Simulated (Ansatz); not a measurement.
Conformers and stereoisomers of C2H8GeSi, SMILES `[SiH3]C=[CH][GeH3]`, each relaxed with PBE0-D4/def2-TZVP in Ansatz. CBS adds the triple-zeta coupled-cluster correction to the MP2 limit.

Outer-core shells of Ge are correlated without core-valence functions. Scalar relativity is left out up to krypton. Spin–orbit coupling is left out.

Not all of them had a frequency check.

Conformer A:

Cartesian coordinates in Å:
```
Si 1.610 -0.326 0.876
C 0.693 1.062 0.037
C -0.514 0.991 -0.531
Ge -1.673 -0.576 -0.651
H 0.803 -1.574 0.839
H 1.893 0.031 2.292
H 2.910 -0.565 0.195
H 1.203 2.027 0.012
H -0.922 1.894 -0.985
H -2.053 -1.098 0.745
H -0.997 -1.711 -1.438
H -2.954 -0.154 -1.389
```

Conformer B:

Cartesian coordinates in Å:
```
Si 1.424 -1.020 -1.532
C 0.076 -0.607 -0.314
C -0.037 0.585 0.274
Ge -1.438 1.028 1.546
H 2.296 0.171 -1.705
H 2.241 -2.165 -1.045
H 0.846 -1.407 -2.847
H -0.655 -1.380 -0.072
H 0.690 1.362 0.037
H -2.337 -0.206 1.726
H -2.277 2.212 1.031
H -0.828 1.429 2.901
```

Which is lowest in electronic energy at CCSD(T)/CBS (frozen core, def2 sets), and by how much? (Best estimate.)

The calculation gave: B; A lies 8.6 kJ/mol higher.

Give the energies relative to B (kJ/mol) with PBE-D4/def2-TZVPP, ωB97X-V/def2-TZVPP, B2PLYP/def2-TZVPP, r2SCAN/def2-TZVPP, MP2/def2-TZVPP, HF/def2-QZVPP, HF/CBS(def2). (Estimate.)

Computed: 
```json
{"level": "PBE-D4/def2-TZVPP", "A": "7.9"}
{"level": "ωB97X-V/def2-TZVPP", "A": "8.8"}
{"level": "B2PLYP/def2-TZVPP", "A": "10.8"}
{"level": "r2SCAN/def2-TZVPP", "A": "9.4"}
{"level": "MP2/def2-TZVPP", "A": "9.7"}
{"level": "HF/def2-QZVPP", "A": "13.7"}
{"level": "HF/CBS(def2)", "A": "13.7"}
```
